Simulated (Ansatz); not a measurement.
`Cc1cccc2cc3ccccc3cc12` with charge -1. Charge -1, multiplicity 2. Geometry PBE-D4/def2-SVP; atoms count from 1.

Cartesian coordinates in Å:
```
C -1.686 -2.949 -0.159
C -0.563 -2.314 0.618
C 0.100 -3.035 1.629
C 1.152 -2.458 2.369
C 1.556 -1.144 2.098
C 0.920 -0.366 1.087
C 1.310 0.967 0.792
C 0.688 1.750 -0.212
C 1.074 3.091 -0.512
C 0.433 3.837 -1.513
C -0.620 3.261 -2.255
C -1.027 1.945 -1.986
C -0.402 1.157 -0.976
C -0.791 -0.179 -0.684
C -0.168 -0.964 0.322
H -2.640 -2.381 -0.059
H -1.876 -3.988 0.182
H -1.473 -2.984 -1.252
H -0.218 -4.070 1.841
H 1.656 -3.043 3.157
H 2.380 -0.684 2.670
H 2.136 1.414 1.373
H 1.898 3.538 0.070
H 0.756 4.871 -1.721
H -1.125 3.845 -3.043
H -1.851 1.492 -2.564
H -1.616 -0.608 -1.273
```

The highest occupied level of the relaxed charge -1 doublet lies above zero (up to 0.81 eV). By energy differences its removal costs 0.51 eV (each at its own geometry, to the charge 0 singlet, at PBE0-D4/def2-SVP); self-interaction error and the lack of diffuse functions both raise the level.

Estimate the Mulliken populations from the PBE0/def2-SVP orbitals of Ansatz.


```csv
atom,charge (e),spin (α − β)
C1,0.01,-0.02
C2,-0.15,0.15
C3,-0.08,0.04
C4,-0.04,0.04
C5,-0.08,0.15
C6,0.04,-0.08
C7,-0.14,0.32
C8,0.05,-0.08
C9,-0.08,0.17
C10,-0.04,0.02
C11,-0.05,0.05
C12,-0.08,0.14
C13,0.05,-0.07
C14,-0.17,0.29
C15,0.07,-0.07
H16,0.03,0.01
H17,0.00,0.00
H18,0.03,0.01
H19,-0.05,0.00
H20,-0.04,0.00
H21,-0.04,-0.01
H22,-0.06,-0.02
H23,-0.04,-0.01
H24,-0.03,0.00
H25,-0.03,0.00
H26,-0.04,-0.01
H27,-0.06,-0.01
```
Mulliken values and Mayer orders depend strongly on the basis.

Where does the spin sit?

Summed by element: C 1.05, H -0.05, of 1 unpaired in all. Largest on single atoms: C7 0.32, C14 0.29, C9 0.17.

And the Mayer bond orders between bonded heavy atoms (over 0.3)?

C1–C2 1.10 (1.51 Å); C2–C3 1.42 (1.41 Å); C2–C15 1.28 (1.44 Å); C3–C4 1.33 (1.41 Å); C4–C5 1.38 (1.40 Å); C5–C6 1.29 (1.43 Å); C6–C7 1.27 (1.42 Å); C6–C15 1.18 (1.46 Å); C7–C8 1.28 (1.42 Å); C8–C9 1.28 (1.43 Å); C8–C13 1.18 (1.46 Å); C9–C10 1.39 (1.40 Å); C10–C11 1.34 (1.41 Å); C11–C12 1.39 (1.40 Å); C12–C13 1.30 (1.43 Å); C13–C14 1.27 (1.42 Å); C14–C15 1.30 (1.42 Å).
